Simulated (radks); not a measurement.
Spherical jellium clusters: N electrons in a uniform positive sphere of charge N and radius rs N^(1/3), rs = 4.92 bohr. Calculated with a radial shooting solver with Libxc functionals: non-relativistic Kohn-Sham, LDA (Slater exchange, Perdew-Wang correlation), spin-polarised, spherical densities. Levels are named by radial order and angular momentum (1s, 1p, 1d, 2s, ...), and open shells are averaged over m.

N = 6, configuration 1s2 1p(up 3, down 1). This is the lowest configuration that the search found. Occupied and some empty levels:

| level | occupation | eigenvalue (eV) | <r> (bohr) |
|---|---|---|---|
| 1s up | 1 | -3.6575 | 6.042 |
| 1s down | 1 | -3.3280 | 6.074 |
| 1p up | 3 | -2.6918 | 7.279 |
| 1p down | 1 | -2.3731 | 7.438 |
| 1d up | 0 | -1.5211 | 8.506 |
| 1d down | 0 | -1.2543 | 8.799 |
| 2s up | 0 | -1.1235 | 8.692 |
| 2s down | 0 | -0.96112 | 9.061 |
| 1f up | 0 | -0.31213 | 10.35 |
| 1f down | 0 | -0.13435 | 11.08 |

Energy (eV): total -10.1194, kinetic 7.4179, external -129.23, Hartree 63.791, exchange-correlation -17.840, background 65.744.

Electron density:

| r (bohr) | n(r) (e/bohr^3) |
|---|---|
| 0.291 | 0.001636 |
| 1.02 | 0.001725 |
| 1.75 | 0.001898 |
| 2.49 | 0.002119 |
| 3.22 | 0.002339 |
| 3.95 | 0.002500 |
| 4.68 | 0.002543 |
| 5.42 | 0.002433 |
| 6.15 | 0.002164 |
| 6.88 | 0.001775 |
| 7.61 | 0.001334 |
| 8.34 | 0.0009170 |
| 9.07 | 0.0005804 |
| 9.81 | 0.0003437 |
| 10.5 | 0.0001935 |
| 11.3 | 0.0001053 |
| 12.0 | 0.00005575 |
| 12.7 | 0.00002890 |
| 13.5 | 0.00001460 |
| 14.2 | 7.357e-06 |
